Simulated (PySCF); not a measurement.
H₈LiO₄ (SMILES [OH2]->[Li+](<-[OH2])(<-[OH2])<-[OH2]), charge +1, singlet, at a GFN2-xTB geometry (such geometries of metal compounds can be far from the true shape); DF-BHANDHLYP/STO-3G (PySCF).

Here is a job for PySCF.
```python
from pyscf import gto, scf, dft

mol = gto.M(
    atom='''
Li   -0.000000   -0.000000    0.000000
O     1.564741   -0.337639   -0.978859
H     1.817439    0.064813   -1.812666
H     2.295876   -0.912095   -0.741082
O     0.452575    0.320102    1.792566
H     1.152566    0.882117    2.132048
H     0.050019   -0.081047    2.565925
O    -0.874468    1.501844   -0.707354
H    -1.377065    1.561049   -1.522822
H    -0.943360    2.368963   -0.301872
O    -1.142848   -1.484307   -0.106352
H    -2.071378   -1.531070    0.131856
H    -0.924098   -2.352729   -0.451387
''',
    basis='sto-3g',
    charge=1,
    spin=0,
    verbose=4,
)

mf = dft.RKS(mol)
mf.xc = 'bhandhlyp'
mf = mf.density_fit(auxbasis='def2-universal-jkfit')
mf.kernel()
```

Task: Write the output that PySCF gives for this input, abridged.

Result: 
```
PySCF version 2.14.0

[INPUT] verbose = 4
[INPUT] num. atoms = 13
[INPUT] num. electrons = 42
[INPUT] charge = 1
[INPUT] spin (= nelec alpha-beta = 2S) = 0
[INPUT] symmetry False subgroup None
[INPUT] Mole.unit = angstrom
[INPUT] Symbol           X                Y                Z      unit          X                Y                Z       unit  Magmom
[INPUT]  1 Li     0.000000000000   0.000000000000   0.000000000000 AA    0.000000000000   0.000000000000   0.000000000000 Bohr   0.0
[INPUT]  2 O      1.564741000000  -0.337639000000  -0.978859000000 AA    2.956931945878  -0.638045238972  -1.849775424566 Bohr   0.0
[INPUT]  3 H      1.817439000000   0.064813000000  -1.812666000000 AA    3.434461958103   0.122478819311  -3.425442295311 Bohr   0.0
[INPUT]  4 H      2.295876000000  -0.912095000000  -0.741082000000 AA    4.338576855962  -1.723609749585  -1.400442015845 Bohr   0.0
[INPUT]  5 O      0.452575000000   0.320102000000   1.792566000000 AA    0.855242800825   0.604905111926   3.387458800207 Bohr   0.0
[INPUT]  6 H      1.152566000000   0.882117000000   2.132048000000 AA    2.178034080485   1.666959539823   4.028986804427 Bohr   0.0
[INPUT]  7 H      0.050019000000  -0.081047000000   2.565925000000 AA    0.094522211025  -0.153156633218   4.848895506175 Bohr   0.0
[INPUT]  8 O     -0.874468000000   1.501844000000  -0.707354000000 AA   -1.652505024696   2.838073841821  -1.336705333116 Bohr   0.0
[INPUT]  9 H     -1.377065000000   1.561049000000  -1.522822000000 AA   -2.602275705724   2.949955077026  -2.877716516462 Bohr   0.0
[INPUT] 10 H     -0.943360000000   2.368963000000  -0.301872000000 AA   -1.782692036870   4.476691269228  -0.570455404675 Bohr   0.0
[INPUT] 11 O     -1.142848000000  -1.484307000000  -0.106352000000 AA   -2.159669722007  -2.804933714775  -0.200976152800 Bohr   0.0
[INPUT] 12 H     -2.071378000000  -1.531070000000   0.131856000000 AA   -3.914337120449  -2.893302977538   0.249171727881 Bohr   0.0
[INPUT] 13 H     -0.924098000000  -2.352729000000  -0.451387000000 AA   -1.746292132258  -4.446013455322  -0.852997806189 Bohr   0.0

nuclear repulsion = 166.28386724943
number of shells = 23
number of NR pGTOs = 99
number of NR cGTOs = 33
basis = sto-3g
ecp = {}

******** <class 'pyscf.df.df_jk.DFRKS'> ********
method = DFRKS
initial guess = minao
damping factor = 0
level_shift factor = 0
DIIS = <class 'pyscf.scf.diis.CDIIS'>
diis_start_cycle = 1
diis_space = 8
diis_damp = 0
SCF conv_tol = 1e-09
SCF conv_tol_grad = None
SCF max_cycles = 50
direct_scf = False
XC library pyscf.dft.libxc version 7.1.2
    S. Lehtola, C. Steigemann, M. J. T. Oliveira, and M. A. L. Marques,  SoftwareX 7, 1–5 (2018)
XC functionals = bhandhlyp
    A. D. Becke,  J. Chem. Phys. 98, 1372 (1993)
    Defined through Gaussian implementation.
radial grids:
    Treutler-Ahlrichs [JCP 102, 346 (1995); DOI:10.1063/1.469408] (M4) radial grids

becke partition: Becke, JCP 88, 2547 (1988); DOI:10.1063/1.454033
pruning grids: <function nwchem_prune>
grids dens level: 3
symmetrized grids: False
atomic radii adjust function: <function treutler_atomic_radii_adjust>
small_rho_cutoff = 0
Set gradient conv threshold to 3.16228e-05
Initial guess from minao.
tot grids = 148520
******** <class 'pyscf.df.df.DF'> ********
auxbasis = def2-universal-jkfit
init E= -308.980045591854
  HOMO = -0.474212244336338  LUMO = -0.0143857905535922  gap/eV = 12.51252
cycle= 1 E= -308.57337800033  delta_E= 0.407  |g|= 0.793  |ddm|= 3.42
  HOMO = -0.319701993104384  LUMO = 0.116601541557841  gap/eV = 11.87242
cycle= 2 E= -308.72278955253  delta_E= -0.149  |g|= 0.437  |ddm|= 1.51
  HOMO = -0.469767737850505  LUMO = 0.0518067778468006  gap/eV = 14.19277
cycle= 3 E= -308.778334813754  delta_E= -0.0555  |g|= 0.0115  |ddm|= 0.537
  HOMO = -0.470703395754868  LUMO = 0.048428908568824  gap/eV = 14.12631
cycle= 4 E= -308.778392456665  delta_E= -5.76e-05  |g|= 0.000666  |ddm|= 0.0201
  HOMO = -0.470652333556884  LUMO = 0.0485329997721323  gap/eV = 14.12775
cycle= 5 E= -308.778392777436  delta_E= -3.21e-07  |g|= 8.84e-05  |ddm|= 0.00183
  HOMO = -0.470644724051016  LUMO = 0.048551609933198  gap/eV = 14.12805
cycle= 6 E= -308.778392783136  delta_E= -5.7e-09  |g|= 9.44e-06  |ddm|= 0.000278
  HOMO = -0.470643912469089  LUMO = 0.0485518083914707  gap/eV = 14.12804
cycle= 7 E= -308.778392783184  delta_E= -4.81e-11  |g|= 2.99e-06  |ddm|= 2.77e-05
  HOMO = -0.470643847730786  LUMO = 0.048551839433486  gap/eV = 14.12803
Extra cycle  E= -308.778392783185  delta_E= -9.09e-13  |g|= 1.74e-06  |ddm|= 6.01e-06
converged SCF energy = -308.778392783185
```
